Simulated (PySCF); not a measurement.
A species of formula C7H9N3 has this rotational fingerprint, computed with PBE0/pcSseg-1 in PySCF (dipole) on a GFN2-xTB geometry, gas phase:

* Rotational constants: A = 1734, B = 1422, C = 939.5 MHz
* Dipole components: |μa| = 4.27 D, |μb| = 1.49 D, |μc| = 0.00 D
* Inertial defect: -108.99 u·Å²
* κ: 0.21

Question: Which candidate fits, each taken in the one conformer that was computed?
A. `[CH:1]#[C:2][c:3]1[cH:4][n:5][n:6][n:7]1[CH:8]([CH3:9])[CH3:10]` with N6–N7–C8–C9 -119°
B. `[CH3:1][c:2]1[n:3][cH:4][n:5][c:6]([CH:7]2[CH2:8][CH2:9]2)[n:10]1` with N5–C6–C7–C8 34°
C. `[CH2:1]=[CH:2][n:3]1[n:4][cH:5][c:6]([CH:7]2[CH2:8][CH2:9]2)[n:10]1` with C1–C2–N3–N4 179°, C5–C6–C7–C8 -38°

Answer: A. It is C#Cc1cnnn1C(C)C, an asymmetric top, point group Cs. The candidates at the same level (rigid rotor, commonest isotopes):

| SMILES | A (MHz) | B (MHz) | C (MHz) | μa (D) | μb (D) | μc (D) | Δ (u·Å²) | point group | rotor |
| --- | --- | --- | --- | --- | --- | --- | --- | --- | --- |
| C=Cn1ncc(C2CC2)n1 | 4146 | 765.4 | 680.5 | 1.15 | 0.22 | 0.02 | -39.52 | near Cs | near-prolate asymmetric top |
| C#Cc1cnnn1C(C)C | 1734 | 1422 | 939.5 | 4.27 | 1.49 | 0.00 | -108.99 | Cs | asymmetric top |
| Cc1ncnc(C2CC2)n1 | 3421 | 905.8 | 761.8 | 0.63 | 0.66 | 0.04 | -42.27 | near Cs | asymmetric top |

`Cc1ncnc(C2CC2)n1` has A 97 % too high; `C=Cn1ncc(C2CC2)n1` has A 139 % too high. In the right answer the mirror of this Cs structure is the ab plane, so μc vanishes by symmetry (the 0.02 D computed is a residue). No structure here is proved a minimum.
